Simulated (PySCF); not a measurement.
**Ionisation energy of Tc²⁺ by level of theory**

Tc²⁺ [Kr] 4d5 (6S) → Tc³⁺ [Kr] 4d4 (5D), as a difference of total energies. All numbers are calculated (PySCF 2.14, scalar relativity by spin-free X2C-1e, in x2c-QZVPPall). The calculations carry no spin-orbit coupling.

```
 method  ionisation energy (eV)
    UHF                  28.775
  M06-L                  29.646
  wB97X                  29.470
wB97M-V                  29.613
```

The reference lies between the lowest fine-structure levels, while these numbers refer to the centres of the terms.

For comparison: 29.55 eV (semi-empirical (NIST evaluation); NIST Atomic Spectra Database, ionization energies).
